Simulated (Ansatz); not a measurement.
Reaction: SiH4S2 (SMILES S[SiH2]S) → SiH3S2 (SMILES S[SiH2][S], doublet) + H (doublet) (the H-S bond breaks)
Each species at its own B3LYP-D3(BJ)/def2-TZVP minimum (Ansatz, a quantum-chemistry and plane-wave program), one conformer.

Total energies in hartree (Ansatz). Open shells are spin-unrestricted; no spin-orbit coupling. Correlated methods leave the cores frozen. No relativity. Where a partner has so few electrons that a lower coupled-cluster level is exact, that level stands in.

```tsv
species	HF/cc-pV(T+d)Z	CCSD(T)/cc-pV(T+d)Z	HF/cc-pV(Q+d)Z	CCSD(T)/cc-pV(Q+d)Z	CCSD(T)/cc-pV(D+d)Z	CCSDT(Q)/cc-pV(D+d)Z
1: SiH4S2 (bis(sulfanyl)silane, SMILES [SiH2](S)S)	-1086.44074	-1086.99795	-1086.45138	-1087.04778	-1086.83193	-1086.83408
2: SiH3S2 (SMILES [S][SiH2]S, doublet)	-1085.82952	-1086.34928	-1085.83999	-1086.39723	-1086.18944	-1086.19184
3: H (doublet)	-0.49981	-0.49981	-0.49995	-0.49995	-0.49928	-0.49928
```

Task: Work out the bond dissociation energy (electronic) in kcal/mol: take Hartree-Fock from cc-pV(Q+d)Z, extrapolate the CCSD(T) correlation energy as X^-3 (X = 3, 4), and add CCSDT(Q) - CCSD(T) in cc-pV(D+d)Z. 1 hartree = 627.51 kcal/mol.

Result: 
Species 1: correlation (64·(-0.59640) - 27·(-0.55721))/37 = -0.62500; step -0.00215; E1 = -1086.45138 + (-0.62500) + (-0.00215) = -1087.07853
Species 2: correlation (64·(-0.55724) - 27·(-0.51976))/37 = -0.58459; step -0.00240; E2 = -1085.83999 + (-0.58459) + (-0.00240) = -1086.42698
Species 3: correlation (64·(0.00000) - 27·(0.00000))/37 = 0.00000; step +0.00000; E3 = -0.49995 + (0.00000) + (+0.00000) = -0.49995
-1·E1 +1·E2 +1·E3 = 0.15160 hartree = 95.1 kcal/mol.
